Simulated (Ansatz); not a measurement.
This geometry of AlH4OSe (7 atoms, charge 1, multiplicity 1) is a first-order saddle point.

All numbers below come from RKS PBE-D4/def2-SVP (Ansatz 0.2.0).

```xyz
7
Properties=species:S:1:pos:R:3
O -0.445 -0.424 -1.567
Se -0.674 -1.218 0.245
Al 0.450 0.435 1.564
H -1.065 0.243 -1.933
H 0.354 -0.582 -2.114
H 0.326 -0.108 3.051
H 1.053 1.654 0.754
```

Question: Which two structures does it join? (They come from a converged band through this point; their orientation in space is the band's.)

Answer: No bond is made or broken. The height of O1 over the plane of its neighbours goes from -0.40 to 0.33 Å.

Initial state:

```xyz
7
Properties=species:S:1:pos:R:3
O -0.329 -0.177 -1.590
Se -0.613 -1.093 0.211
Al 0.507 0.477 1.616
H -1.197 0.026 -2.013
H 0.168 -0.770 -2.203
H 0.303 -0.213 3.034
H 1.160 1.750 0.945
```

Final state:

```xyz
7
Properties=species:S:1:pos:R:3
O -0.522 -0.507 -1.631
Se -0.720 -1.281 0.224
Al 0.437 0.381 1.502
H -0.986 0.353 -1.766
H 0.410 -0.425 -1.945
H 0.374 -0.076 3.018
H 1.008 1.555 0.598
```

Question: How far does it lie above each of them?

Answer: 0.127 eV above the first and 0.037 eV above the second. This is the barrier of this one path; another mechanism may lie lower. Limits of this set-up: the dipole of an ion depends on the origin.

Time of the run: 9.5 min on 1 CPU thread of a shared host.
